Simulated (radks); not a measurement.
Task: These are the eigenvalues of the occupied orbitals of an atom or ion with whole-number occupations (Ry). All-electron calculation, scalar-relativistic Kohn-Sham, AM05, spin-unpolarised, spherical densities, point nucleus. Program: a radial shooting solver on a logarithmic mesh with Libxc functionals.

1s: -203.6905
2s: -20.55652
2p: -16.11738
3s: -3.29091
3p: -2.32387

Which element is it, and in what charge state? The configuration may be excited.

Result: Z = 17, chlorine, charge +2: Cl2+ in [Ne] 3s2 3p3. The list shows which subshells hold electrons but not how many an open one holds; the 1s level, -101.85 hartree, gives Z - s = 14.3 by -(Z - s)^2/2, which with screening and relativity narrows Z to a few neighbours, and the depths of the outer levels then fix element, charge and occupations together.
